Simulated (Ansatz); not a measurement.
Reaction (hydrogenolysis of a Ge–Cl bond): `N#[C][Ge]([F])([Cl])[Cl]` + H₂ → `N#[C][GeH]([F])[Cl]` + HCl

Isolated molecules relaxed with PBE0-D4/def2-TZVP in Ansatz; ΔE leaves out vibrations. CCSD(T)/CBS is the MP2 limit (def2-TZVPP, def2-QZVPP) plus CCSD(T) − MP2 in def2-TZVPP, frozen cores. This one scheme is used for every species. DFT in def2-TZVPP. HSE06 is defined as in plane-wave codes. For Ge outer-core shells are correlated without core-valence functions, which leaves a few kJ/mol of doubt a bond. Scalar relativity is left out up to krypton.

`N#[C][Ge]([F])([Cl])[Cl]`:

```xyz
6

N    -2.313   -0.468   -0.976
C    -1.280   -0.232   -0.528
Ge    0.441    0.128    0.203
F     0.372    1.693    0.886
Cl    1.893    0.125   -1.314
Cl    0.888   -1.246    1.728
```

H₂:

Cartesian coordinates in Å:
```
H 0.284 0.043 0.239
H -0.284 -0.043 -0.239
```

`N#[C][GeH]([F])[Cl]`:

```xyz
6

N    -2.054    1.465    0.022
C    -1.115    0.801   -0.020
Ge    0.410   -0.350   -0.119
F     1.739    0.677   -0.478
Cl    0.736   -1.181    1.795
H     0.284   -1.412   -1.200
```

HCl:

Cartesian coordinates in Å:
```
Cl -0.613 0.046 -0.176
H 0.613 -0.046 0.176
```

Is it downhill or uphill in electronic energy at CCSD(T)/CBS, and by how much? (Estimate.)

The calculation gave: Uphill: ΔE = +40.5 kJ/mol.

What do these levels give: LDA (SPW92), PBE-D4, B97M-V, PBE0-D4, HSE06, HF/def2-SVP? (Best estimate.)

The calculation gave: LDA (SPW92) 36.7, PBE-D4 44.8, B97M-V 42.5, PBE0-D4 41.8, HSE06 37.1, HF/def2-SVP 21.8 kJ/mol.

Largest T1 diagnostic among the species: 0.012.

The D4 term adds +9.5 kJ/mol with B3LYP and +5.1 kJ/mol with PBE0; it sums over pairs of atoms, weighted by their polarisabilities, and B3LYP, whose exchange is more repulsive, gets the larger term. At CCSD(T), def2-SVP lies −4.0 kJ/mol from the extrapolated value and def2-TZVPP +0.3 kJ/mol. Leaving LDA and LC-ωPBE aside and taking each functional with its dispersion term where it has one, the values, not all of them listed here, spread over 12.4 kJ/mol, from CAM-B3LYP-D4 to revPBE-D4.

B3LYP here is the variant with VWN-RPA as its local correlation; programs differ in this.
